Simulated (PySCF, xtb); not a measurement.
C₂H₅O₂, SMILES [O]CCO, multiplicity 2.

Geometry: B3LYP-D3(BJ)/def2-SVP. The isomer is the one that the SMILES or the coordinates give; other isomers of the formula were not compared. The values are those of a single conformer.

These are PySCF 2.14.0 with C-PCM-PBE0/def2-SVP values and carry that method's errors.

The values are the electrostatic part of the solvation free energy, E(continuum) − E(gas) at the gas-phase geometry, in a cavity of scaled van der Waals radii (PySCF's table); cavitation and dispersion terms are not included. The dipole moment in vacuum is 3.11 D.

Computed values in water (ε = 78.36), acetone (ε = 20.49), cyclohexanone (ε = 15.62):
```
solvent            ε  ΔG(elec) (kcal/mol)  dipole (D)
-------------  -----  -------------------  ----------
water          78.36                 -7.8        4.00
acetone        20.49                 -7.4        3.96
cyclohexanone  15.62                 -7.3        3.94
```

For comparison, GFN2-xTB/ALPB(water) (xtb, at the GFN2-xTB geometry, all terms of that model) gives -9.7 kcal/mol.
